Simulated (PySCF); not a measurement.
## Gas-phase thermal properties of InI

Energies from PySCF (xtb for GFN2), thermal terms from the rigid-rotor harmonic-oscillator model, ideal gas at 1 bar. All species are closed-shell singlets. I, In: scalar-relativistic def2 core potential, no spin-orbit coupling. The harmonic model lacks anharmonicity and excited electronic states, which grow with temperature; levels with a mode under 35 cm⁻¹ are left out.

| level | point group | σ | ZPE (kJ/mol) | S°298 (J/mol/K) | Cp298 (J/mol/K) | S°1000 (J/mol/K) | H1000 − H298 (kJ/mol) |
|---|---|---|---|---|---|---|---|
| GFN2-xTB | C∞v | 1 | 1.2 | 266.5 | 36.8 | 311.5 | 26.1 |
| PBE/def2-SVP | C∞v | 1 | 1.0 | 267.9 | 37.0 | 313.0 | 26.2 |
| PBE0/def2-TZVP | C∞v | 1 | 1.0 | 267.5 | 36.9 | 312.6 | 26.2 |
σ: rotational symmetry number. Electronic degeneracy used: 1. Frequencies are unscaled.
